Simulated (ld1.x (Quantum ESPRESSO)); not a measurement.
## Re (Z = 75) PAW: all-electron and pseudo phase curves

rhenium (Re), PAW, made with ld1.x (Quantum ESPRESSO) 7.5 (PBE, scalar-relativistic). Core [Xe] 4f14, reference 5d5 6s0 6p0 (charge +2). Waves: 6s (bound, empty): rcut 0.90, rcutus 1.10 bohr; 6s channel at 2.65 Ry: rcut 0.90, rcutus 1.10 bohr; 6p (bound, empty): rcut 2.25, rcutus 2.80 bohr; 6p channel at -0.5 Ry: rcut 2.25, rcutus 2.80 bohr; 5d (bound): rcut 2.25, rcutus 2.70 bohr; 5d channel at 1.1 Ry: rcut 2.25, rcutus 2.70 bohr. Local part: all-electron potential smoothed inside 0.85 bohr (lloc = -2). Core correction: Bessel-smoothed model core inside 0.95 bohr. Augmentation charge: BG, radius 1.00 bohr.

The phase is arctan(r·u′/u) with u = r·R(r), unwrapped; energies in Ry, scanned from -4 to 5 Ry. A pole is an energy at which the radial function vanishes at the test radius. The pseudo phase is shifted by a multiple of π to meet the all-electron one at the reference energy, and phase errors are pseudo minus all-electron; the curves can meet again beyond the range given. Levels narrower than the energy grid can be missing from the lists of poles.

| channel | radius (bohr) | reference energy (Ry) | poles, all-electron | poles, pseudo | unbroken range about the reference energy with phases within 0.05 rad | phase error 1 Ry above the reference energy (rad) |
| --- | --- | --- | --- | --- | --- | --- |
| s | 3.05 | -1.47 | -0.35 | -0.35 | the whole range | +0.000 |
| p | 3.05 | -0.98 | 0.94 | 0.89, 2.59 | below 1.6 | -0.000 |
| d | 3.05 | -1.57 | -1.35, 3.21 | -1.35, 2.99 | below 3.6 | -0.003 |

Note: ghost states, extra bound levels that the all-electron valence spectrum of the same l lacks: p at -244.7 eV, s at -101.9 eV. A true bound ghost makes a file unfit for plane-wave use. The 6s radius (1.10 bohr) lies inside the outermost node of the all-electron wave (1.23 bohr), which a nodeless pseudo-wave cannot match soundly.

Phases in the d channel:

```
E (Ry)  all-electron  pseudo
 -4.00         1.375   1.375
 -3.52         1.355   1.354
 -3.04         1.324   1.323
 -2.56         1.270   1.268
 -2.08         1.116   1.113
 -1.60        -1.066  -1.066
 -1.12        -1.693  -1.694
 -0.64        -1.832  -1.835
 -0.16        -1.992  -1.996
  0.32        -2.370  -2.377
  0.80        -3.523  -3.526
  1.28        -4.276  -4.276
  1.76        -4.502  -4.505
  2.24        -4.605  -4.612
  2.72        -4.667  -4.680
  3.20        -4.711  -4.737
  3.68        -4.749  -4.802
  4.16        -4.787  -4.927
  4.64        -4.830  -5.770
```
